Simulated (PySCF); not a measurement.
This PySCF input asks for the NMR shieldings of `CO[Si@@H](O)OCCS`, C3H10O3SSi; the geometry comes from GFN2-xTB.

```python
import basis_set_exchange as bse
import numpy as np
from pyscf import gto, dft
from pyscf.prop import nmr

atoms = """
C     3.095074   -0.310131    0.999087
O     1.745839   -0.359490    0.630008
Si    0.841796    0.829557    0.016539
O     1.563135    1.451415   -1.294645
O    -0.556849    0.182981   -0.484114
C    -1.435900   -0.598400    0.272943
C    -2.681156   -0.891362   -0.546177
S    -3.610718    0.640059   -0.893224
H     3.696077    0.134437    0.204614
H     3.218875    0.283089    1.907879
H     3.427630   -1.332014    1.184471
H     0.603612    1.876730    1.007906
H     1.060546    1.937644   -1.941012
H    -1.707489   -0.068466    1.193271
H    -0.946493   -1.539791    0.547622
H    -3.360567   -1.541183    0.002262
H    -2.414874   -1.349636   -1.498631
H    -2.547298    1.314254   -1.320457
"""
names = dict.fromkeys(["C", "O", "Si", "S", "H"], "pcSseg-1")
basis = {el: gto.basis.parse(bse.get_basis(n, elements=[el], fmt="nwchem")) for el, n in names.items()}
mol = gto.M(atom=atoms, basis=basis, charge=0, verbose=0)
mf = dft.RKS(mol, xc="PBE0")
mf.grids.level = 2
mf.grids.alignment = dft.numint.BLKSIZE   # the property module wants whole blocks of grid points
mf.conv_tol = 1e-9
mf.kernel()

calc = nmr.RKS(mf)   # GIAO
C = mf.mo_coeff
Co = C[:, mf.mo_occ > 0]
resp = mf.gen_response(singlet=True, hermi=2)
def vind(x):   # induced exchange potential for any number of trial vectors
    d = np.einsum("pi,xij,qj->xpq", C, 2 * x.reshape(-1, C.shape[1], Co.shape[1]), Co, optimize=True)
    return np.einsum("xpq,pi,qj->xij", resp(d - d.transpose(0, 2, 1)), C, Co, optimize=True).ravel()
mo1, _ = nmr.rhf.solve_mo1(calc, with_cphf=vind)
sigma = calc.kernel(mo1)
for i, s in enumerate(sigma):   # ppm
    print("%2d %-2s %9.2f" % (i, mol.atom_pure_symbol(i), np.trace(s) / 3))
```

Q: Give the expected output.

A: 
```
 0 C     135.13
 1 O     306.06
 2 Si    409.32
 3 O     287.94
 4 O     278.08
 5 C     120.96
 6 C     153.27
 7 S     625.02
 8 H      27.70
 9 H      27.84
10 H      27.78
11 H      27.12
12 H      29.68
13 H      28.11
14 H      27.39
15 H      29.62
16 H      28.63
17 H      29.31
```

These numbers come from an equivalent density-fitted implementation of the same equations, which agrees with the script to about 0.01 ppm for H and up to a few tenths of a ppm for heavy atoms, so last digits may differ.

Q: Turn these shieldings into chemical shifts. References, each an isolated molecule treated in the same way: 13C (186.93 ppm), 29Si (349.16 ppm), 1H (31.72 ppm) vs TMS; H2O for 17O (336.08 ppm); 33S (503.73 ppm) against CS2.

A: Averaging equivalent atoms: C 5: 66.0; C 0: 51.8; C 6: 33.7; O 4: 58.0; O 3: 48.1; O 1: 30.0; Si 2: -60.2; S 7: -121; H 11: 4.59; H 14: 4.33; H 8/9/10: 3.94; H 13: 3.61; H 16: 3.09; H 17: 2.41; H 15: 2.10; H 12: 2.04 ppm. Experimental scales use liquid or dissolved standards, which lie at an offset from isolated H2O (liquid H2O: subtract about 36 ppm).

Size and cost of the density-fitted run: 200 basis functions, 78 s wall time on 1 thread of an Arm Neoverse N1, shared host; peak memory 0.9 GiB.
